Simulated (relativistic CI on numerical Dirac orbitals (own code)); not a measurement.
## Tc⁶⁺: L-alpha,beta X-ray emission

Computed with this model: Dirac-Coulomb-Breit CI, KLI orbitals optimised for each configuration, a model potential for QED, multiplet model of X-ray emission after core ionisation, unscaled Slater integrals; configurations [Kr] 4d → [He] 2s2 2p5 3s2 3p6 3d10 4s2 4p6 4d → [Ar] 3d9 4s2 4p6 4d; 80 K; Lorentzian 2.8 eV and Gaussian 0.6 eV FWHM. Energies are those of the free ion, without screening or charge transfer. S is read from ⟨S²⟩ = S(S + 1).

Computed curve for free ion, scaled to 100 at the maximum (points under 2 are left out and the grid is thinned):

```csv
Energy (eV),Intensity
2415.4,2.1
2416.6,2.6
2417.4,3.1
2418.6,4.2
2419.8,6.2
2420.6,8.5
2421.8,14.8
2423.0,23.5
2423.8,29.1
2425.0,42.0
2426.2,77.0
2427.0,100.0
2428.2,77.2
2429.4,39.1
2430.2,24.3
2431.4,13.1
2432.6,8.1
2433.4,6.2
2434.6,4.4
2435.8,3.3
2436.6,2.7
2437.8,2.2
2525.8,2.4
2526.6,2.7
2532.2,2.1
2533.4,2.8
2534.2,3.5
2535.4,5.4
2536.6,9.3
2537.4,14.6
2538.6,30.4
2539.8,49.8
2540.6,50.4
2541.8,31.2
2543.0,16.9
2543.8,11.1
2545.0,6.2
2546.2,3.9
2547.0,3.0
2548.2,2.1
```

The ground state has S = 0.50, and the centroid lies at 2465.40 eV.
